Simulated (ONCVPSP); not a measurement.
**Transferability test, ONCV potential for manganese (Mn)**

ONCVPSP 4.0.1 input, shortened (lines: element, Z, core and valence counts, functional; n l f; lmax; l rc ep ncon nbas qcut; lloc lpopt rc5 dvloc0; l nproj debl; icmod fcfact rcfact), PBE, scalar-relativistic:

```
  Mn 25.00    3    3        4      upf
    1    0    2.00
    2    0    2.00
    2    1    6.00
    3    0    2.00
    3    1    6.00
    3    2    5.00
    2
    0    1.15    0.00    4    7   10.60
    1    1.45    0.00    4    8   11.50
    2    1.00    0.00    4    7   11.20
    4    5    1.00    4.00
    0    3    2.00
    1    3    2.70
    2    3    2.50
    0    0.00    0.00
```

In the s channel the program set the typed energies aside and used -3.811, 0.250, 2.250 Ha.

Energies are relative to the spin-unpolarised reference configuration 3s2 3p6 3d5; without spin polarisation the order of configurations can differ from experiment.

| valence configuration | charge | ΔE all-electron (eV) | error AE − PS (meV) |
| --- | --- | --- | --- |
| 3s2 3p6 3d5 4s1 | +1 | -15.599 | +1.6 |
| 3s2 3p6 3d4 | +3 | 32.519 | +9.6 |

(1) What are ΔE and the potential's error for 3s2 3p5 3d5 4s2?

(2) What are ΔE and the potential's error for 3s2 3p6 3d5 4s2?

Levels in the configuration 3s2 3p6 3d5 4s2:

```
level  all-electron (eV)  pseudo (eV)
   3s            -85.879      -85.885
   3p            -54.593      -54.602
   3d             -6.771       -6.766
   4s             -5.107       -5.108
```

## Answers

(1) ΔE = 37.964 eV all-electron; the error (AE − PS) is -17 meV.

(2) ΔE = -24.015 eV all-electron; the error (AE − PS) is +3.3 meV.
